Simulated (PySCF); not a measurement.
**Telling isomers of C$_{7}$H$_{12}$N$_{2}$Si apart by NMR**

PySCF calculation with GFN2-xTB structure and GIAO PBE0/pcSseg-1 shieldings; equivalent nuclei averaged, non-relativistic Hamiltonian, gas phase, one computed conformer.

Chemical shifts δ = σref − σ; ¹H, ¹³C against TMS, all at this level. Where no couplings were computed, multiplicities follow the n + 1 count of equivalent neighbours, and m marks all less simple cases (inequivalent or close neighbours, rings, F or P nearby). Shifts are as computed. Against solution values, carbons near 30 ppm lie about +3 ppm off and those near 130 ppm about +5 ppm. Of 1211 compounds with measured shifts, 218 miss one by over three times the rms of a fit or turn the order of signals round; such compounds aren't used in these exercises. OH and NH positions are gas-phase values without hydrogen bonding to other molecules.

(1) Tabulate the signals of `C[Si](C)(C)c1cccnn1`, `Cc1ccccc1NN[SiH3]`, `C=Cc1cnn([SiH](C)C)c1` and their relative energies.

(2) What is the quickest way to tell Cc1ccccc1NN[SiH3] from C=Cc1cnn([SiH](C)C)c1?

(3) What is the quickest way to tell C[Si](C)(C)c1cccnn1 from C=Cc1cnn([SiH](C)C)c1?

(4) What is the quickest way to tell C[Si](C)(C)c1cccnn1 from Cc1ccccc1NN[SiH3]?

Answers

(1) 
```json
{"SMILES": "C[Si](C)(C)c1cccnn1", "carbon types": "1×C 3×CH 3×CH3", "δC": "173.3, 154.4, 134.8, 127.8, -1.0", "δH": "9.48 (d, 1H), 7.57 (d, 1H), 7.34 (m, 1H), 0.41 (s, 9H)", "E rel. (kcal/mol)": "8.4"}
{"SMILES": "Cc1ccccc1NN[SiH3]", "carbon types": "2×C 4×CH 1×CH3", "δC": "152.1, 136.0, 133.1, 124.0, 123.6, 114.6, 19.5", "δH": "7.48 (m, 1H), 7.38 (d, 1H), 6.99 (m, 1H), 6.91 (d, 1H), 4.62 (s, 3H), 4.43 (br s, 1H), 2.80 (br s, 1H), 2.21 (s, 3H)", "E rel. (kcal/mol)": "18.4"}
{"SMILES": "C=Cc1cnn([SiH](C)C)c1", "carbon types": "1×C 3×CH 1×CH2 2×CH3", "δC": "149.1, 135.4, 135.0, 127.7, 116.0, -0.7", "δH": "7.98 (m, 1H), 7.74 (m, 1H), 6.78 (m, 1H), 5.87 (m, 1H), 5.35 (m, 1H), 5.32 (sept, 1H), 0.49 (d, 6H)", "E rel. (kcal/mol)": "0.0"}
```

Energies are electronic energies at PBE0/pcSseg-1 on these geometries, without zero-point or thermal terms, each for the one conformer computed, which needn't be the lowest.

(2) Count the carbon signals: 7 against 6. The first has an aromatic carbon bearing nitrogen (C) at 152.1 ppm, the second a terminal =CH2 carbon at 116.0 ppm. Their most deshielded carbons lie at 152.1 and 149.1 ppm. In the proton spectra the most deshielded non-exchanging signals are 7.48 (m, 1H) and 7.98 (m, 1H).

(3) Count the carbon signals: 5 against 6. The first has a substituted aromatic carbon next to a ring nitrogen (C) at 173.3 ppm, the second a terminal =CH2 carbon at 116.0 ppm. Their most deshielded carbons lie at 173.3 and 149.1 ppm. In the proton spectra the most deshielded non-exchanging signals are 9.48 (d, 1H) and 7.98 (m, 1H).

(4) Count the carbon signals: 5 against 7. The first has a substituted aromatic carbon next to a ring nitrogen (C) at 173.3 ppm, the second a substituted aromatic carbon (C) at 124.0 ppm. Their most deshielded carbons lie at 173.3 and 152.1 ppm. In the proton spectra the most deshielded non-exchanging signals are 9.48 (d, 1H) and 7.48 (m, 1H).
